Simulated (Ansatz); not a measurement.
The cluster Ba₂Se₂, relaxed as a triplet with UKS PBE-D4/def2-SVP in Ansatz, starting from the PBE-D4/def2-SVP geometry of the neutral singlet. Force threshold 0.02 eV/Å.

In the def2 sets Ba takes a core potential; there is no spin–orbit coupling. The relaxation made no stability test and no search for a lower SCF solution. At PBE-D4/def2-SVP a singlet of charge 0 lies 1.82 eV below the triplet, each at its own geometry. The structure comes from a short search, and lower isomers may exist.

Start:

Cartesian coordinates in Å:
```
Ba 0.624 -0.965 -1.717
Ba -0.612 0.976 1.715
Se -1.282 1.192 -1.136
Se 1.270 -1.203 1.138
```

```json
{"step": "1", "energy (eV)": "-132054.3999", "largest force component (eV/Å)": "1.086", "SCF passes": "26"}
{"step": "2", "energy (eV)": "-132054.5219", "largest force component (eV/Å)": "0.362", "SCF passes": "39"}
{"step": "3", "energy (eV)": "-132054.5848", "largest force component (eV/Å)": "0.257", "SCF passes": "40"}
{"step": "4", "energy (eV)": "-132054.7010", "largest force component (eV/Å)": "0.175", "SCF passes": "31"}
{"step": "5", "energy (eV)": "-132054.7871", "largest force component (eV/Å)": "0.352", "SCF passes": "27"}
{"step": "6", "energy (eV)": "-132054.8106", "largest force component (eV/Å)": "0.293", "SCF passes": "24"}
{"step": "7", "energy (eV)": "-132054.8864", "largest force component (eV/Å)": "0.153", "SCF passes": "24"}
{"step": "8", "energy (eV)": "-132054.9042", "largest force component (eV/Å)": "0.073", "SCF passes": "25"}
{"step": "9", "energy (eV)": "-132054.9105", "largest force component (eV/Å)": "0.021", "SCF passes": "21"}
{"step": "10", "energy (eV)": "-132054.9106", "largest force component (eV/Å)": "0.003", "SCF passes": "22"}
```

Force components are those of the run's own axes.

End:

```xyz
4

Ba    1.119   -0.497   -1.778
Ba   -0.105    1.425    1.618
Se   -1.545    0.510   -0.845
Se    0.531   -1.438    1.005
```

By distances, no bond broke or formed. The bond that changes most is Ba1–Se3, from 2.94 to 3.00 Å (atoms count from 1).

No frequencies were taken in this run, so the end may be a saddle point.

Run time 27 s (4 threads of Arm Neoverse V1 on a shared host).
